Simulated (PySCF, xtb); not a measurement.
CH₅AlO₂Se, SMILES C[O][Al]([OH])[SeH]. One conformer was computed; it need not be the lowest.

Harmonic wavenumbers (cm⁻¹) from GFN2-xTB (xtb 6.7.1) at its own minimum, in rising order: 32, 83, 123, 138, 168, 177, 253, 319, 371, 422, 519, 644, 908, 1139, 1141, 1221, 1419, 1479, 1481, 2048, 2953, 2957, 2968, 3779.

Problem. What does PySCF 2.14.0 with PBE-D3(BJ)/def2-SVP give at its own minimum? (The exact figures need the calculation; the answer reports its results.)

Solution. 56, 66, 71, 133, 207, 208, 227, 267, 373, 545, 577, 699, 871, 1141, 1147, 1224, 1419, 1426, 1435, 2360, 2903, 2975, 2993, 3818. Paired by order, the mean absolute difference is 45 cm⁻¹ and the zero-point energies are 38.2 and 38.8 kcal/mol.
